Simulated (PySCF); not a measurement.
## Ionisation energy of As²⁺ by level of theory

As²⁺ [Ar] 3d10 4s2 4p1 (2P) → As³⁺ [Ar] 3d10 4s2 (1S), as a difference of total energies. Computed with PySCF 2.14 in jorge-DZP-DKH (8s6p2d1f, 43 functions), with the spin-free X2C one-electron Hamiltonian (Gaussian nucleus). Correlated levels: valence: [Ar] 3d10 frozen. The calculations carry no spin-orbit coupling.

```tsv
method	ionisation energy (eV)
UHF	27.255
TPSS	27.907
MN15	28.043
MP2 (valence)	27.227
SCS-MP2 (valence)	27.195
CCSD (valence)	27.174
CCSD(T) (valence)	27.178
```

Task: How much does correlation contribute at CCSD(T) (valence)?

Result: 27.178 − (27.255) = -0.077 eV, measured against UHF.

The reference lies between the lowest fine-structure levels, while these numbers refer to the centres of the terms.

Errors of the correlated levels include the incompleteness of this basis and the frozen core.

For comparison: 28.349 ± 0.012 eV (measured; NIST Atomic Spectra Database, ionization energies).
